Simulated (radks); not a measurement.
Isoelectronic series with 19 electrons, all held in the configuration [Ar] 4s1, which need not be the ground one along the series. All-electron calculation, scalar-relativistic Kohn-Sham, PBEsol, spin-polarised, spherical densities, finite nucleus; open shells are filled with parallel spins first; Fermi nuclear charge, rms radius of each element as measured or else 0.836 A^(1/3) + 0.57 fm. Program: a radial shooting solver on a logarithmic mesh with Libxc functionals. Total energies (hartree) and orbital eigenvalues (eV):

[
 {"ion": "K", "E (hartree)": "-601.29018", "4s up": "-2.5431", "3p down": "-18.6574", "3p up": "-18.7336", "3s down": "-35.1406"},
 {"ion": "Ca+", "E (hartree)": "-679.24510", "4s up": "-9.3599", "3p down": "-34.6998", "3p up": "-34.8396", "3s down": "-53.7567"},
 {"ion": "Sc2+", "E (hartree)": "-762.31058", "4s up": "-18.5108", "3p down": "-54.4926", "3p up": "-54.6882", "3s down": "-76.1768"},
 {"ion": "Ti3+", "E (hartree)": "-850.48303", "4s up": "-29.7113", "3p down": "-77.7050", "3p up": "-77.9517", "3s down": "-102.0641"},
 {"ion": "V4+", "E (hartree)": "-943.76656", "4s up": "-42.8476", "3p down": "-104.2089", "3p up": "-104.5038", "3s down": "-131.2891"},
 {"ion": "Cr5+", "E (hartree)": "-1042.16907", "4s up": "-57.8603", "3p down": "-133.9365", "3p up": "-134.2776", "3s down": "-163.7856"},
 {"ion": "Mn6+", "E (hartree)": "-1145.70110", "4s up": "-74.7145", "3p down": "-166.8473", "3p up": "-167.2330", "3s down": "-199.5155"},
 {"ion": "Fe7+", "E (hartree)": "-1254.37515", "4s up": "-93.3880", "3p down": "-202.9150", "3p up": "-203.3444", "3s down": "-238.4566"},
 {"ion": "Co8+", "E (hartree)": "-1368.20507", "4s up": "-113.8667", "3p down": "-242.1227", "3p up": "-242.5950", "3s down": "-280.5963"}
]
